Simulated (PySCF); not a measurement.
SrCl, MP2: how much the basis matters

PySCF, UHF reference; doublet, unpaired electrons σ ↑; De to Sr + Cl without counterpoise correction. Frozen cores follow the default of each basis and core potential.

```
       basis                           relativity  functions  Re (Å)  ωe (cm⁻¹)  De (eV)  frozen orbitals
    def2-SVP  scalar-relativistic core potentials         41   2.619        315     3.97                5
   def2-SVPD  scalar-relativistic core potentials         53   2.650        297     4.33                5
x2c-TZVPPall                        spin-free X2C        121   2.571        306     4.28               14
```

How does each smaller set differ from the one with most functions, x2c-TZVPPall?

def2-SVP: +4.8 pm, +2.9 % in ωe, -0.31 eV in De; def2-SVPD: +7.9 pm, -2.9 % in ωe, +0.05 eV in De. All at MP2; the set with most functions is neither the basis-set limit nor always the best. The rows treat relativity differently, so the differences are not basis effects alone.

Correlated steps freeze the inner cores (5 to 14 orbitals); shallow outer-core shells are correlated. Correlated levels converge slowly with the basis: in double zeta they bind strong bonds too weakly, by up to about 1 eV, and carry superposition errors of some tenths. Spin–orbit coupling is left out. The state is the lowest determinant that a PBE0 search found; another state may lie lower at other levels.
